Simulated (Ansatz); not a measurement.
GeCl₄, relaxed as a singlet with RKS PBE-D4/def2-SVP in Ansatz, starting from the GFN2-xTB geometry. Force threshold 0.02 eV/Å.

Start:

```xyz
5

Ge   -0.0003    0.0021   -0.0002
Cl   -1.3431    1.6519    0.0267
Cl    1.9636    0.6804   -0.4576
Cl   -0.6270   -1.3951   -1.4776
Cl    0.0067   -0.9394    1.9087
```

```
step   energy (eV)  largest force component (eV/Å)  SCF passes
   1  -106561.8806                           0.362          21
   2  -106561.8942                           0.023          24
   3  -106561.8942                           0.001          18
```

Force components are those of the run's own axes.

End:

```tsv
atom	x (Å)	y (Å)	z (Å)
Ge1	0.000	0.000	0.000
Cl2	-1.352	1.668	0.027
Cl3	1.980	0.690	-0.463
Cl4	-0.633	-1.410	-1.491
Cl5	0.005	-0.949	1.926
```

By distances, no bond broke or formed. The bond that changes most is Ge1–Cl2, from 2.13 to 2.15 Å (atoms count from 1).

No frequencies were taken in this run, so the end may be a saddle point.

Run time 6.5 s (2 threads of Arm Neoverse V1 on a shared host).
